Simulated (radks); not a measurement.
Values are calculated unless marked as measured or tabulated.
Task: These are the eigenvalues of the occupied orbitals of an atom or ion with whole-number occupations (hartree). Code: a radial shooting solver on a logarithmic mesh with Libxc functionals. Model: scalar-relativistic Kohn-Sham, AM05, spin-unpolarised, spherical densities, point nucleus.

orbital  eigenvalue
1s        -46.42387
2s         -3.25246
2p         -2.04351
3s         -0.41422

Which element is it, and in what charge state? The configuration may be excited.

Result: Z = 12, magnesium, charge +1: Mg+ in [Ne] 3s1. The list shows which subshells hold electrons but not how many an open one holds; the 1s level, -46.424 hartree, gives Z - s = 9.6 by -(Z - s)^2/2, which with screening and relativity narrows Z to a few neighbours, and the depths of the outer levels then fix element, charge and occupations together.
